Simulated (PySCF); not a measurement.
## Electric field gradients and quadrupole coupling constants

Compound: C3H5F5OSi.
Atom-mapped SMILES: `[F:1][C:2]([F:3])([F:4])[C:5]([F:6])([F:7])[CH2:8][O:9][SiH3:10]` (hydrogens: H11, H12 on C8; H13, H14, H15 on Si10)

Cartesian coordinates in Å at the GFN2-xTB level; atoms count from 1:
```
atom  x, y, z in Å
F1    -3.4716   -0.5784    0.4402
C2    -2.4067    0.0894    0.0194
F3    -2.4623    0.1513   -1.3145
F4    -2.5041    1.3425    0.4736
C5    -1.0742   -0.5539    0.4787
F6    -1.0905   -0.6275    1.8273
F7    -1.0470   -1.8259    0.0251
C8     0.1364    0.2427   -0.0215
O9     1.2859   -0.3723    0.4117
Si10   2.8360    0.0754    0.1525
H11    0.0866    0.2765   -1.1182
H12    0.0532    1.2640    0.3737
H13    3.0647    1.4162    0.6966
H14    3.4782   -1.0020    0.8772
H15    3.1108    0.1102   -1.2861
```

Field gradients from the PBE0/pcSseg-1 density (PySCF, non-relativistic), principal values in atomic units, ordered |Vxx| ≤ |Vyy| ≤ |Vzz|:

| atom | Vxx | Vyy | Vzz |
| --- | --- | --- | --- |
| O9 | -0.5164 | -1.2931 | 1.8095 |

**Question.** Find the asymmetry η = (Vxx − Vyy)/Vzz and the couplings χ = eQV/h (234.96 MHz × Q in barn × V in au), with Q(17O) = −0.0256 b.

**Answer.** 
```tsv
atom	environment	nucleus	η	χzz (MHz)	χxx (MHz)	χyy (MHz)
O9	silyl ether oxygen	17O	0.43	-10.88	3.11	7.78
```

The tensor is traceless: Vxx + Vyy + Vzz = 0.

**Question.** What is Vzz at O9 in SI units (1 au = 9.71736 × 10²¹ V/m²)?

**Answer.** 1.8095 au = 17.583 × 10²¹ V/m².

**Question.** And the gradient at the other heavy atoms, for which no coupling is worked out here?

**Answer.** 
```csv
atom,environment,Vzz (au),η
F1,fluorine of a CF3 group,2.940,0.01
C2,CF3 carbon,-0.423,0.05
F3,fluorine of a CF3 group,2.904,0.02
F4,fluorine of a CF3 group,2.905,0.02
C5,CF2 carbon,-0.464,0.76
F6,fluorine of a CF2 group,3.018,0.07
F7,fluorine of a CF2 group,3.019,0.07
C8,sp3 carbon bound to oxygen,0.322,0.51
Si10,oxygen-bound silicon,0.625,0.26
```

**Question.** What couplings would deuterons (Q(2H) = 0.00286 b) have in place of the hydrogens, at this geometry?

**Answer.** 
```csv
atom,bonded to,bond length (Å),Vzz (au),η,χzz (kHz)
H11,C8,1.098,0.2777,0.08,187
H12,C8,1.098,0.2777,0.08,187
H13,Si10,1.465,0.1571,0.04,106
H14,Si10,1.449,0.1710,0.01,115
H15,Si10,1.465,0.1571,0.04,106
```

One conformer (not necessarily the lowest) at the GFN2-xTB geometry, without solvent, vibrations or thermal averaging. GFN2-xTB bond lengths can be off by several hundredths of an ångström, more for odd bonds, and the gradients follow them. These gradients aren't converged with respect to the basis.

These values come from a run that also computed NMR shieldings. The run took 29 s on Arm Neoverse V2, one thread, no GPU, shared host.
